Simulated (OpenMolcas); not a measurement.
neutral calcium: terms and fine structure

- Program: OpenMolcas 26.06
- Method: SS-CASPT2, IPEA 0.25 Eh, imaginary shift 0.1 Eh (closed shells correlated: 3s 3p)
- Basis: ANO-RCC-VQZP [7s6p3d2f1g]
- Scalar Hamiltonian: DKH2, point nucleus
- Active space: 2 electrons in 4 orbitals (4s 4p)
- State averaging: 2S+1 = 3 even, 3 roots; 2S+1 = 1 even, 6 roots; 2S+1 = 3 odd, 3 roots; 2S+1 = 1 odd, 3 roots
- Spin-orbit coupling: RASSI with atomic mean-field integrals over the reference wave functions, term energies averaged over their components

With spin-orbit coupling, above the lowest level:

```csv
Configuration,Term,J,E (eV),Measured (eV),g,Term weight %
4s²,¹S,0,0.0000,0.0000,,100
4s 4p,³P°,0,1.840,1.8793,,100
4s 4p,³P°,1,1.845,1.8858,1.501,100
4s 4p,³P°,2,1.854,1.8989,1.501,100
4s 4p,¹P°,1,3.296,2.9325,1.000,100
4p²,³P,0,5.013,4.7632,,100
4p²,³P,1,5.018,4.7690,1.501,100
4p²,³P,2,5.026,4.7798,1.498,99
4p²,¹D,2,5.100,,1.003,99
```

Against the 7 measured excited levels shown (NIST Handbook of Basic Atomic Spectroscopic Data) the mean absolute deviation is 1400 cm-1; the largest miss in energy is 4s 4p ¹P°₁: computed 3.296, measured 2.9325 eV (+12.4 %).

The ¹D term of p² mixes with s d, which this space lacks. Measured partners are found by configuration, term and J. A level has none where our copy of the source lacks it or the pairing is in doubt (some pairs that miss far off the trend of their configuration count as doubtful), and it then counts in no deviation. Only configurations of the active space appear. The first state left out of the spin-orbit step lies near 56000 cm-1 above the lowest spin-free state of the reference (among the parities and spins computed), and the list stops at four fifths of that energy or lower.

The term weight is that of the spin-free term in the level, not the purity of its configuration. ° marks odd parity.
